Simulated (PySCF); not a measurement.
Te²⁵⁺: ionisation energy

Te²⁵⁺ [Ar] 3d9 (2D) → Te²⁶⁺ [Ar] 3d8 (3F), as a difference of total energies. Calculation: PySCF 2.14, in an even-tempered Gaussian basis (19 s from 2.9 bohr⁻², ratio 2.5; 13 p from 3.8 bohr⁻², ratio 2.5; 8 d from 3.8 bohr⁻², ratio 2.5; 4 f from 19 bohr⁻², ratio 2.7; 3 g from 29 bohr⁻², ratio 2.7); the spin-free X2C one-electron Hamiltonian (Gaussian nucleus). Correlated levels: outer shells: [Ne] frozen; virtual orbitals above 40 to 60 times the deepest correlated orbital energy dropped. The calculations carry no spin-orbit coupling.

```
                method  ionisation energy (eV)
                   UHF                  1380.9
                   LDA                  1382.5
                   PBE                  1381.4
                  PBE0                  1381.8
                r2SCAN                  1381.0
               r2SCAN0                  1381.5
                  MN15                  1384.8
    MP2 (outer shells)                  1382.7
SCS-MP2 (outer shells)                  1382.4
```

A first-order spin-orbit estimate (lowest level to lowest level, LS coupling) adds -2.408 eV.

Breit and QED terms and the two-electron picture change are absent.

For comparison: 1377 ± 4 eV (theoretical estimate listed by NIST; NIST Atomic Spectra Database, ionization energies).
